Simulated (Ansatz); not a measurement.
ClO (SMILES [O]Cl), doublet, at a GFN2-xTB geometry; REVPBE/STO-3G (Ansatz, an electronic-structure program).

The Ansatz input:
Ansatz 0.2 input:
```yaml
crystal:
  periodic: [false, false, false]
  atoms:
    - {symbol: Cl, position_ang: [-0.00000000, -0.00000000, -0.49281646]}
    - {symbol: O, position_ang: [0.00000000, 0.00000000, 1.04723499]}
basis:
  gaussian:
    orbitals: STO-3G
hamiltonian:
  xc: revpbe
magnetization: {spin_polarized: true, initial_magnetization: 1}
```

Q: What does Ansatz print? Leave out banner, timings and long lists.

A: 
```
Functional definition: revPBE
163 factors; integrals over basis functions are off by at most 1.4e-5 eV
mean field evaluation 1: about -14397.8840 eV, gradient 4.7e0 eV
mean field evaluation 2: about -14397.9470 eV, gradient 4.2e0 eV
mean field evaluation 4: about -14398.0990 eV, gradient 1.4e-1 eV
mean field evaluation 8: about -14398.0951 eV, gradient 9.3e-4 eV
mean field evaluation 16: about -14398.0950 eV, gradient 4.2e-2 eV
mean field -14398.09506303 eV, -529.1202341870 hartree, gradient 3.7e-6 eV, S^2 0.750642; 1 other end points of the search recorded, 0 dependent functions left out
reference -14398.09507327 eV, -529.1202345633 hartree; 13, 12 occupied and 1, 2 virtual orbitals, 163 factors
Total energy: -14398.09507327 eV, -529.1202345633 hartree
```
